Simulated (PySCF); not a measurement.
Coordinates in bohr (charge 0 multiplicity 1):
```
Rh   -0.0149   -0.0240   -0.0470
H    -0.4496   -0.4320    3.2724
H     0.8000    1.2832   -2.5381
H     2.6579    0.6872    0.6041
H    -0.5084    2.6991    0.6084
H    -1.0292   -1.7763    2.8064
```

All numbers come from PBE0 in PySCF with Rh def2-TZVP with ECP28, H def2-TZVP; scalar-relativistic core potentials, no spin–orbit coupling; density-fitted integrals.

This geometry of RhH5 is a stationary point at this level.

**Question.** What is the point group?

**Answer.** C1.

**Question.** Is it a minimum?

**Answer.** Yes: all harmonic wavenumbers are real, though the softest, 49 cm⁻¹, leaves little margin.

**Question.** Which band is strongest in the infrared?

**Answer.** 3429 cm⁻¹ (a), 146 km/mol.

**Question.** Give the ideal-gas entropy at 298.15 K and 1 bar by parts.

**Answer.** translation 167.2, rotation 75.1, vibration 27.7, spin 0.0; total 270.1 J/(mol K).

Stability towards spin polarisation was not tested. Other isomers or separated fragments may lie lower.
